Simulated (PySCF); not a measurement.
pyrimidine (C₄H₄N₂), SMILES c1cncnc1. Heavy atoms are numbered as in [cH:1]1[cH:2][n:3][cH:4][n:5][cH:6]1. Hydrogens are named by the atom that carries them.

The structure is a stationary point at PBE0-D3(BJ)/def2-SVP.

Method: PBE/def2-TZVP in PySCF.

ESP charges are fitted to the potential on shells at 1.4 to 2.0 van der Waals radii. Atomic charges (e), one atom of each kind:

| atom | ESP fit | Mulliken | Löwdin | IAO |
|---|---|---|---|---|
| C1 (CH) | -0.89 | -0.08 | -0.16 | -0.20 |
| C2 (CH) | ___ | -0.05 | -0.20 | 0.01 |
| N3 | ___ | -0.16 | 0.13 | -0.28 |
| C4 (CH) | ___ | 0.03 | -0.29 | 0.11 |
| H on C1 | 0.25 | 0.12 | 0.15 | 0.16 |
| H on C2 | 0.00 | 0.12 | 0.14 | 0.16 |
| H on C4 | -0.02 | 0.13 | 0.14 | 0.16 |

Problem. Complete the blanks. (The exact figures need the calculation; the answer reports its results.)

Solution. 
- C2 (CH), ESP fit: 0.75
- N3, ESP fit: -0.84
- C4 (CH), ESP fit: 0.86

Problem. Give the Mayer and Wiberg (Löwdin basis) orders of the bonds. (An estimate is asked for; the answer gives what the named calculation found.)

Solution. 
```json
[
 {"bond": "C1–C2", "Mayer": "1.42", "Wiberg": "1.60"},
 {"bond": "C2–N3", "Mayer": "1.52", "Wiberg": "1.79"},
 {"bond": "N3–C4", "Mayer": "1.49", "Wiberg": "1.82"},
 {"bond": "C4–N5", "Mayer": "1.49", "Wiberg": "1.82"},
 {"bond": "C1–C6", "Mayer": "1.42", "Wiberg": "1.60"},
 {"bond": "N5–C6", "Mayer": "1.52", "Wiberg": "1.79"}
]
```
